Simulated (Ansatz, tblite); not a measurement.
Forces on Si5Mo2⁺ at its r2SCAN-D4/def2-SVP geometry. The state is a doublet with charge 1.

In the def2 sets Mo takes a core potential; there is no spin–orbit coupling. The xTB rows come from tblite. The structure comes from a short search, and lower isomers may exist.

GFN1-xTB (tblite), largest force 14.86 eV/Å:

```xyz
7
positions Å, forces eV/Å
Mo    0.135    1.158   -0.758    0.657   -0.174  -13.179
Mo    0.075    1.766    1.410   -0.033    7.480   12.844
Si    1.866   -0.576   -1.084    0.888   -1.059   -1.438
Si   -1.383   -0.048    0.990   -1.890   -2.343    1.497
Si   -1.815   -0.271   -1.273   -0.899   -0.910   -1.529
Si   -0.125   -1.761   -0.410   -0.039   -0.384    0.144
Si    1.248   -0.267    1.125    1.317   -2.609    1.661
```

GFN2-xTB (tblite), largest force 8.94 eV/Å:

```
Mo 0.225 -2.399 -8.319
Mo -0.121 3.573 8.192
Si 0.634 0.295 -1.374
Si -2.203 -0.070 1.528
Si -0.434 0.384 -1.429
Si -0.095 -1.363 -0.340
Si 1.994 -0.420 1.742
```

PBE-D4/def2-TZVP (Ansatz), largest force 0.12 eV/Å:

```
Mo 0.011 0.115 -0.038
Mo -0.008 -0.085 0.020
Si -0.026 -0.053 -0.039
Si 0.020 0.052 0.059
Si 0.022 -0.057 -0.037
Si -0.001 -0.027 -0.023
Si -0.017 0.055 0.057
```
